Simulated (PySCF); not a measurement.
Selenium hexafluoride, SeF6.
Bonds: F1–Se2, Se2–F3, Se2–F4, Se2–F5, Se2–F6, Se2–F7.

Level: CAM-B3LYP/def2-SVPD in PySCF, non-relativistic, on one gas-phase PBE0-D3(BJ)/def2-SVP geometry that isn't relaxed in the solvent. The solvent is an IEF-PCM continuum (Bondi radii, 1.10 Å for H, scaled by 1.2), and excitations are vertical TDDFT with non-equilibrium linear response and a frozen core. Specific hydrogen bonds and non-electrostatic terms are outside this model. Spin–orbit coupling is left out although an atom past zinc is present.

Gas-phase singlets (H = HOMO, L = LUMO):

```json
{"state": "S1", "E (eV)": "6.998", "λ (nm)": "177", "f": "0.000", "leading configurations": "H→L 98%"}
{"state": "S2", "E (eV)": "6.999", "λ (nm)": "177", "f": "0.000", "leading configurations": "H-1→L 98%"}
{"state": "S3", "E (eV)": "7.000", "λ (nm)": "177", "f": "0.000", "leading configurations": "H-2→L 98%"}
{"state": "S4", "E (eV)": "7.814", "λ (nm)": "159", "f": "0.000", "leading configurations": "H-3→L 97%"}
{"state": "S5", "E (eV)": "7.817", "λ (nm)": "159", "f": "0.000", "leading configurations": "H-4→L 97%"}
```

What are the lowest 5 singlets in chloroform (ε = 4.711)?

| state | E (eV) | λ (nm) | f | leading configurations | change by rank (eV) |
| --- | --- | --- | --- | --- | --- |
| S1 | 6.993 | 177 | 0.000 | H→L 97% | -0.005 |
| S2 | 6.993 | 177 | 0.000 | H-1→L 97% | -0.006 |
| S3 | 6.994 | 177 | 0.000 | H-2→L 98% | -0.006 |
| S4 | 7.807 | 159 | 0.000 | H-3→L 97% | -0.007 |
| S5 | 7.810 | 159 | 0.000 | H-4→L 97% | -0.007 |

What are the lowest 5 singlets in acetonitrile (ε = 35.69)?

```csv
state,E (eV),λ (nm),f,leading configurations,change by rank (eV)
S1,6.990,177,0.000,H→L 98%,-0.008
S2,6.991,177,0.000,H-1→L 98%,-0.008
S3,6.992,177,0.000,H-2→L 98%,-0.008
S4,7.804,159,0.000,H-3→L 97%,-0.010
S5,7.807,159,0.000,H-4→L 97%,-0.010
```

How do the frontier levels move from gas to acetonitrile?

| orbital | gas (eV) | solvent (eV) | change (eV) |
| --- | --- | --- | --- |
| LUMO+2 | 1.30 | 1.36 | +0.06 |
| LUMO+1 | 1.28 | 1.35 | +0.07 |
| LUMO | -3.13 | -3.00 | +0.13 |
| HOMO | -14.52 | -14.39 | +0.13 |
| HOMO-1 | -14.53 | -14.39 | +0.14 |
| HOMO-2 | -14.53 | -14.39 | +0.14 |
| HOMO-3 | -15.36 | -15.23 | +0.13 |

The HOMO–LUMO gap goes from 11.40 to 11.39 eV. Rows go by rank; for LUMO+1 and LUMO+2 the atom shares or the degeneracy differ between the runs, so the row needn't follow one orbital.

On x86-64 server, one thread (shared host), this took 31 s wall. This is the whole response run at CAM-B3LYP/def2-SVPD in acetonitrile, SCF included.
